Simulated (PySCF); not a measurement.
C4H4, SMILES C12C3C2C13.

The structure is a stationary point at PBE-D3(BJ)/def2-SVP.

Level of theory: PBE-D3(BJ)/def2-SVP (PySCF).

Frequencies are harmonic and unscaled.

Modes within 1.5 cm⁻¹ of each other (mostly degenerate sets) share a row, with their intensities summed.

**Question.** List the normal modes with their intensities. (An estimate is asked for; the answer gives what the named calculation found.)

**Answer.** 
| mode | ν (cm⁻¹) | IR (km/mol) | moving atoms (share of kinetic energy) |
|---|---|---|---|
| 1–2 | 563 | 0.0 | H 71 %, C 29 % |
| 3–5 | 753 | 186.6 | H 92 %, C 8 % |
| 6–7 | 852 | 0.0 | C 71 %, H 29 % |
| 8–10 | 871 | 0.0 | H 71 %, C 29 % |
| 11–13 | 1151 | 5.1 | C 91 %, H 9 % |
| 14 | 1462 | 0.0 | C 87 %, H 13 % |
| 15–17 | 3277 | 42.9 | H 91 %, C 9 % |
| 18 | 3315 | 0.0 | H 87 %, C 13 % |
